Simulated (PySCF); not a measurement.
C4H7BN2, SMILES CB1C=NCN=C1. Geometry optimised at PBE-D3(BJ)/def2-SVP. This is a generated structure with no PubChem entry under its InChIKey; it may be hypothetical. Other conformers were not sampled.

Computed equilibrium geometry at PBE-D3(BJ)/def2-SVP (PySCF confirms it by a frequency run) as a Z-matrix, and its point group (one conformer of several):
point group Cs.
```
B
C 1 1.5649
H 2 1.1093 1 114.16
H 2 1.1093 3 109.69 1 -129.56
H 2 1.1173 3 105.71 4 -113.53
C 1 1.5659 2 123.99 3 -154.95
N 6 1.3012 1 122.92 2 -175.48
H 6 1.1140 7 114.78 1 -179.98
C 7 1.4358 6 118.53 8 179.50
H 9 1.1188 7 107.03 6 124.54
H 9 1.1189 10 101.40 7 -111.89
N 9 1.4358 10 107.03 11 -111.89
C 12 1.3012 9 118.53 10 -124.54
H 13 1.1140 12 114.78 9 -179.50
```
